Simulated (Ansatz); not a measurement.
Coupled-cluster diagnostics for B(PH3)Cl3 (BPH₃Cl₃), Ansatz.

Geometry of the singlet (B3LYP-D4/def2-SVP):

```tsv
atom	x (Å)	y (Å)	z (Å)
B1	0.333	-0.337	0.972
P2	-0.292	0.295	-0.851
H3	-1.481	-0.298	-1.336
H4	0.610	0.083	-1.919
H5	-0.575	1.676	-0.962
Cl6	0.597	-2.137	0.744
Cl7	-1.059	0.093	2.086
Cl8	1.867	0.626	1.265
```

Correlated methods freeze 21 core orbitals.

Q: Estimate the CCSD(T) correlation energy, the shares of MP2 and (T), T1 and the reference's ⟨S²⟩ for: charge 0, singlet, own geometry in def2-TZVP; and the rough time on 4 threads of Arm Neoverse V1 on a shared host.

A: 
| state | basis | correlation (eV) | MP2 share (%) | (T) share (%) | T1 | ⟨S²⟩ (pure) | wall time |
| --- | --- | --- | --- | --- | --- | --- | --- |
| charge 0, singlet, own geometry | def2-TZVP | -25.451 | 88.3 | 4.3 | 0.011 | 0.00 (0.00) | 54 s |
Customary marks for T1 are 0.02 (closed shells), 0.045 (open shells) and about 0.05 (3d metals). T1 stays under 0.02 throughout.
